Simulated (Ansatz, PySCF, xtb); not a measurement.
Gas-phase reaction in SMILES: F[SiH] + 2 [H][H] (H2) -> F (HF) + [SiH4] (SiH4)
Structures are relaxed separately at B3LYP-D3(BJ)/def2-TZVP in Ansatz (a program for electronic structure). Unstable Hartree-Fock reference: F[SiH].

Wanted: energy of full hydrogenation (enthalpy at 298 K, with B3LYP-D3(BJ) rigid-rotor harmonic-oscillator terms from PySCF), in kcal/mol. Correlated levels leave the core frozen unless marked. Spin-orbit coupling is left out. Non-relativistic. Basis-set limits of correlation are two-point, X^-3; Hartree-Fock from the larger set.

```tsv
level	program	energy of full hydrogenation (kcal/mol)
GFN2-xTB	xtb	-27.1
HF/6-31G*	Ansatz	-21.3
HF/cc-pV(D+d)Z	Ansatz	-30.2
HF/def2-QZVPP	Ansatz	-24.2
PBE/def2-TZVPD	Ansatz	-21.8
PBE-D4/def2-TZVPD	Ansatz + dftd4	-22.1
BLYP-D4/def2-TZVPD	Ansatz + dftd4	-15.8
```

Problem. Estimate the value at CCSD(T)/CBS(def2-TZVPPD,def2-QZVPPD) as computed with Ansatz.

Solution. -22.6 kcal/mol
